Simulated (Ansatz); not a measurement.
Computed with Ansatz.

Basis-set series for Cl2FH3OSi2 (`O[Si@H](Cl)[Si@H](F)Cl`). Total charge 0; spin multiplicity 1. The geometry is a stationary point of PBE0-D4/def2-TZVP. It is one conformer, not always the lowest.

| functional | basis | functions | energy (Eh) | HOMO (eV) | LUMO (eV) |
| --- | --- | --- | --- | --- | --- |
| PBE0-D4 | def2-SVP | 115 | -1675.13579 | -8.09 | -0.73 |
| PBE0-D4 | def2-TZVPP | 272 | -1675.89581 | -8.21 | -1.04 |
| ωB97M-V | def2-SVP | 115 | -1675.71940 | -10.09 | 1.20 |
| ωB97M-V | def2-TZVPP | 272 | -1676.48002 | -10.25 | 0.77 |

(1) Give the rows for def2-QZVPP. (Estimate.)

## Answers

(1) The calculation gave: 
| functional | basis | functions | energy (Eh) | HOMO (eV) | LUMO (eV) |
| --- | --- | --- | --- | --- | --- |
| PBE0-D4 | def2-QZVPP | 484 | -1675.95296 | -8.24 | -1.13 |
| ωB97M-V | def2-QZVPP | 484 | -1676.53395 | -10.30 | 0.57 |

Positive LUMOs are unbound and depend on the basis.
